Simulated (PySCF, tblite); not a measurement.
Problem. What does the GFN2-xTB structure of InChI=1S/C6H5FO2/c1-4-2-3-5(9-4)6(7)8/h2-3H,1H3 look like in three dimensions?

Solution. 
```
atom  x, y, z in Å
C1    -2.2976    0.6166   -0.0078
C2    -0.9263    0.0519    0.0166
C3    -0.4854   -1.2403    0.1831
C4     0.9151   -1.1907    0.1318
C5     1.2431    0.1359   -0.0640
C6     2.5219    0.7850   -0.1981
O7     2.7989    1.9234   -0.3714
F8     3.5295   -0.1466   -0.0955
O9     0.1112    0.8800   -0.1323
H10   -3.0275   -0.1802   -0.1116
H11   -2.3976    1.3172   -0.8342
H12   -2.4964    1.1608    0.9155
H13   -1.0950   -2.1090    0.3231
H14    1.6054   -2.0044    0.2229
```

Orientation and origin are arbitrary. Atoms count from 1 in this order. The C–C distances run from 1.375 Å (C2–C3, aromatic) to 1.483 Å (C1–C2, drawn single), a spread of 0.108 Å. O9 (furan-type oxygen) is bent (angle 107.6°). The 3 C–O bonds span 1.184 Å (C6=O7, drawn double) to 1.356 Å (C5–O9, aromatic), a spread of 0.172 Å. The 5-membered ring C2–C3–C4–C5–O9 has internal angles of 106.0° to 110.3°; it is planar, 0.00 Å rms from its mean plane, widest ring torsion 0°.

Bonds between heavy atoms (Å): C1–C2 1.483, C2–C3 1.375, C3–C4 1.402, C4–C5 1.381, C5–C6 1.440, C6=O7 1.184, C6–F8 1.376, C5–O9 1.356, C2–O9 1.336.

Structure optimised with GFN2-xTB, isolated species.

Its GFN2-xTB frequencies are all real (lowest 33 cm⁻¹). The numbers are those of one conformer (C4–C5–C6–O7 180°). 3 starts were optimised and ended at 0.00, 0.19 and 0.20 kcal/mol (GFN2-xTB); the lowest of these is shown.

All values are computed, not measured.
